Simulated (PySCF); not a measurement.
**Cost of excited-state runs on SMILES CSc1ccc(N)cc1, C7H9NS**

Bonds (- single, = double, # triple, : aromatic): C1-S2, S2-C3, C3:C4, C4:C5, C5:C6, C6-N7, C6:C8, C8:C9, C9:C3. C1 carries H10, H11, H12; C4 carries H13; C5 carries H14; N7 carries H15, H16; C8 carries H17; C9 carries H18.

PySCF with density fitting, on 1 thread of an Arm Neoverse V1, shared host. Command: `OMP_NUM_THREADS=1 python excited_run.py task.json out`

How long does each of these runs take, and how much memory?
- first hyperpolarisability, CAM-B3LYP/aug-cc-pVDZ; usual settings
- excited states, CAM-B3LYP/aug-cc-pVDZ; Tamm-Dancoff; spin-orbit couplings; 6 states; 5 triplets; quadratic response for 4 states
- excited states, CAM-B3LYP/aug-cc-pVDZ; two-photon moments; 8 states; quadratic response for 6 states; 0 triplets


```
                      run                  level  basis functions  wall time  peak memory (GiB)
first hyperpolarisability  CAM-B3LYP/aug-cc-pVDZ              292       84 s                1.2
           excited states  CAM-B3LYP/aug-cc-pVDZ              292       91 s                1.3
           excited states  CAM-B3LYP/aug-cc-pVDZ              292      110 s                1.3
```
Times from a shared host are rough.
